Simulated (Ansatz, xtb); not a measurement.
Species: CH3, charge 0, multiplicity 2. 
Structure (B3LYP-D3(BJ)/def2-TZVP (Ansatz, a quantum-chemistry and plane-wave program) minimum search):
```
C
H 1 1.0789
H 1 1.0789 2 120.00
H 1 1.0789 2 120.00 3 -180.00
```
Charge 0, spin multiplicity 2.

Harmonic wavenumbers from GFN2-xTB (xtb, at its own minimum), cm⁻¹: 492, 1352, 1352, 3151, 3244, 3245.

Problem. Give the harmonic wavenumbers at B3LYP-D3(BJ)/def2-TZVP (Ansatz, finite differences of forces, unscaled).

Solution. 537, 1409, 1409, 3113, 3289, 3289 cm⁻¹. Zero-point energy 18.7 kcal/mol.

Problem. From these and the geometry, give the ideal-gas thermochemistry at 298.15 K and 1 atm (rigid rotor, harmonic oscillator).

Solution. Point group D3h, rotational symmetry number 6. Rotational constants 287.1, 287.1, 143.6 GHz. S(trans) 34.07, S(rot) 10.41, S(vib) 0.61, S(elec, spin only) 1.38, S 46.5 cal/(mol K). H(298) - H(0) 2.50 kcal/mol; G - E(el) 7.3 kcal/mol.
